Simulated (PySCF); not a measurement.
C₂H₄ClFSi₂, SMILES [Si@@H](C#C)(F)[SiH2]Cl.

Geometry: PBE-D3(BJ)/def2-SVP. The structure was generated by enumeration; whether it is a known compound was not checked. Other conformers were not sampled.

Two levels are set side by side: TDDFT-PBE/def2-SVPD (PySCF) and TDDFT-CAM-B3LYP/def2-SVPD (PySCF). Vertical, same geometry. The lowest singlet is HOMO→LUMO 98 % with PBE and HOMO→LUMO 63 %, HOMO−2→LUMO 12 % with the other functional; states are paired by order. Differences are taken from unrounded values.

| quantity | TDDFT-CAM-B3LYP |
|---|---|
| lowest singlet excitation (eV) | 5.35 |
| lowest triplet excitation (TDA) (eV) | 4.61 |

Q: What does TDDFT-PBE give, and how far is it from TDDFT-CAM-B3LYP? (The exact figures need the calculation; the answer reports its results.)

A: 
```json
[
 {"quantity": "lowest singlet excitation (eV)", "TDDFT-PBE": "4.81", "TDDFT-PBE minus TDDFT-CAM-B3LYP": "-0.54"},
 {"quantity": "lowest triplet excitation (TDA) (eV)", "TDDFT-PBE": "4.40", "TDDFT-PBE minus TDDFT-CAM-B3LYP": "-0.21"}
]
```

Functionals without exact exchange tend to place singlet excitations lower, as here. Differences between two approximate levels are no errors against the true value.

Rough cost on one machine, each run with all the roots and properties that it gave: TDDFT-CAM-B3LYP against TDDFT-PBE about 7 times.
